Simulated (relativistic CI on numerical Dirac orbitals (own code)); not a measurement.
**One change at a time: Cr XXII**

Base calculation: Dirac-Coulomb-Breit CI, separate exchange-only KLI orbitals for each configuration, a model potential for QED, unscaled Slater integrals.

Configuration list (outside the closed core 1s2): 2s, 2p, 3s, 3p, 3d, 4s, 4p, 4d, 4f, 5s, 5p, 5d, 5f, 5g, 6s, 6p, 6d. Levels of other configurations are missing.

The lowest level and the first level of each name with at least 55 % of one term (blank where a level has no safe partner in the second run):

```tsv
Level	Base (eV)	Shift (eV)
2s 2S_1/2	0.00	0.00
2p 2P°_1/2	44.47	+0.04
2p 2P°_3/2	55.72	+0.03
3s 2S_1/2	967.27	0.00
3p 2P°_1/2	979.61	0.00
3p 2P°_3/2	982.93	0.00
3d 2D_3/2	987.54	+0.01
3d 2D_5/2	988.59	+0.01
4s 2S_1/2	1300.08	+0.01
4p 2P°_1/2	1305.17	0.00
4p 2P°_3/2	1306.56	+0.01
4d 2D_3/2	1308.48	+0.01
4d 2D_5/2	1308.92	+0.01
4f 2F°_5/2	1309.02	+0.01
4f 2F°_7/2	1309.24	+0.01
5s 2S_1/2	1452.78	+0.01
5p 2P°_1/2	1455.35	+0.01
5p 2P°_3/2	1456.07	+0.01
5d 2D_3/2	1457.04	+0.01
5d 2D_5/2	1457.27	+0.01
5f 2F°_5/2	1457.32	+0.01
5f 2F°_7/2	1457.43	+0.01
```

At this charge energies of transitions that change n are usually good to better than 1 %, and those within a shell (Δn = 0) to a few per cent.

Q: One thing was changed in a second run, which moved the levels as shown. Which?
A. QED terms removed
B. configuration mixing switched off
C. one mean potential for all configurations
D. Breit term removed

A: C. One mean potential for all configurations. One potential for all configurations removes the relaxation of the orbitals, which moves whole configurations and changes the integrals a little.
